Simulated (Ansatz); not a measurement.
# One elementary step

Start structure (Si2AsH9, closed shell), relaxed at PBE0-D4/def2-TZVP:

Si1  (-0.612, 0.332, 0.241)
H2  (0.859, 0.364, 0.013)
H3  (-1.278, -0.129, -1.006)
H4  (-0.905, -0.634, 1.333)
Si5  (-1.369, 2.468, 0.822)
H6  (2.566, -2.403, 0.004)
As7  (1.377, -2.782, -0.866)
H8  (-0.701, 2.933, 2.068)
H9  (-2.839, 2.453, 1.049)
H10  (-1.068, 3.437, -0.267)
H11  (1.911, -1.981, -2.044)
H12  (2.058, -4.056, -1.346)
(Å)

The step: Si₂H₆ ([SiH3][SiH3]) + AsH₃ → Si₂AsH₇ ([SiH3][SiH2][AsH2]) + H₂; bonds formed: Si1–As7, H2–H6; bonds broken: Si1–H2, H6–As7. Program: Ansatz 0.2.0. Basis: def2-TZVPP and def2-QZVPP. Cores are frozen in the correlated methods. Filled d shells of the heavier atoms are correlated. The def2 sets are not built for correlating such inner shells, so the correlated values are less sure here. Extrapolation: Hartree–Fock as exp(−7.88 √X), correlation as X^−2.97. Energies below are by CCSD(T) at an estimated basis limit (MP2 extrapolated from triple and quadruple zeta, plus CCSD(T) − MP2 in triple zeta).

(1) What are the electronic barrier and the energy of the step, from the start structure to the end structure? (An estimate is asked for; the value comes from the calculation.)

No T1 diagnostic of these runs exceeds 0.013.

Answers

(1) By the calculation: Barrier 251.1 kJ/mol; step energy -11.4 kJ/mol (downhill); reverse barrier, their difference, 262.5 kJ/mol. Barrier and step energy count from the start structure, the reverse barrier from the end structure.

The saddle point: One imaginary mode of 1401i cm⁻¹.
```csv
pair,start (Å),saddle (Å),end (Å)
Si1–As7,3.86,2.68,2.37
H2–H6,3.25,1.06,0.75
Si1–H2,1.49,1.79,4.67
H6–As7,1.52,1.73,3.34
```

Zero-point energy (harmonic, PBE0-D4): ZPE is 187.4 kJ/mol at the start and 181.7 kJ/mol at the saddle, so the barrier goes from 251.1 to 245.5 kJ/mol.

Labels in which every atom is bracketed show which atoms are joined, not bond orders.

For scale, one of the runs: CCSD(T)/def2-TZVPP, 258 basis functions, launched by `ansatz run in.yaml --threads 8 --pin off --events-out ev --progress --plain --max-ram 19148MiB`. Time: 93 s of wall clock on 8 CPU threads of an Intel Xeon; the host was shared. Peak host memory: 5.4 GiB.
